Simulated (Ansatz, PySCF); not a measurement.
Gas-phase reaction in SMILES: C[CH]C → [CH2]CC
Geometries: B3LYP-D3(BJ)/def2-TZVP minima from Ansatz (a program for electronic structure), one conformer each, not searched for the lowest.

Quantity: isomerisation energy (enthalpy at 298 K, with B3LYP-D3(BJ) rigid-rotor harmonic-oscillator terms from PySCF), in kcal/mol. Valence correlation only, unless marked. Open shells are spin-unrestricted. No spin-orbit coupling. Non-relativistic. CBS(X,Y): correlation extrapolated as X^-3; Hartree-Fock from the larger set. The bracket is a focal-point correction in the basis named.

```csv
level,program,isomerisation energy (kcal/mol)
HF-D3(BJ)/def2-TZVPD,PySCF + dftd3,2.7
BHLYP-D4/def2-TZVPD,Ansatz + dftd4,[?]
CCSD/aug-cc-pVDZ,Ansatz,2.7
"RI-MP2/CBS(cc-pVTZ,cc-pVQZ)+[CCSD(T)-MP2]/cc-pVTZ",Ansatz,[?]
```

Q: Fill in the missing entries.

A: 
- BHLYP-D4/def2-TZVPD, isomerisation energy (kcal/mol): 4.0
- RI-MP2/CBS(cc-pVTZ,cc-pVQZ)+[CCSD(T)-MP2]/cc-pVTZ, isomerisation energy (kcal/mol): 3.4
